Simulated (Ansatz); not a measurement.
Reaction: CH4BO (SMILES [CH2]BO, doublet) → CH4BO (SMILES C[B]O, doublet)
Each species at its own B3LYP-D3(BJ)/def2-TZVP minimum (Ansatz, an electronic-structure program), one conformer.

Wanted: isomerisation energy (electronic), in kcal/mol. Open shells are spin-unrestricted; no spin-orbit coupling. CBS(X,Y): correlation extrapolated as X^-3, Hartree-Fock from the larger set. A bracket is a step between two methods taken in the basis named. The functionals are non-relativistic, so their misses hold any scalar relativity. Double hybrids freeze cores in their MP2 part. 'core' is core correlation in cc-pwCVTZ, 'X2C' scalar relativity in cc-pVTZ-DK, both at CCSD(T).

CCSD(T)/CBS(cc-pVTZ,cc-pVQZ) + [CCSDT(Q) - CCSD(T)]/cc-pVDZ + core + X2C (Ansatz) gives 7.7 kcal/mol.

How far off this value is PBE/def2-TZVPD (Ansatz), in which direction, and which of these levels come nearer: PBE0/def2-TZVPD, wB97M-V/def2-TZVPD, B2PLYP/def2-TZVPD, CCSD(T)/CBS(cc-pVTZ,cc-pVQZ) + core + X2C?

PBE gives 4.9 kcal/mol, 2.8 kcal/mol below it. Differences of the others: PBE0/def2-TZVPD (Ansatz) -1.5; wB97M-V/def2-TZVPD (Ansatz) 1.3; B2PLYP/def2-TZVPD (Ansatz) 0.5; CCSD(T)/CBS(cc-pVTZ,cc-pVQZ) + core + X2C (Ansatz) 0.0 kcal/mol. Nearer than PBE: PBE0/def2-TZVPD, wB97M-V/def2-TZVPD, B2PLYP/def2-TZVPD, CCSD(T)/CBS(cc-pVTZ,cc-pVQZ) + core + X2C.
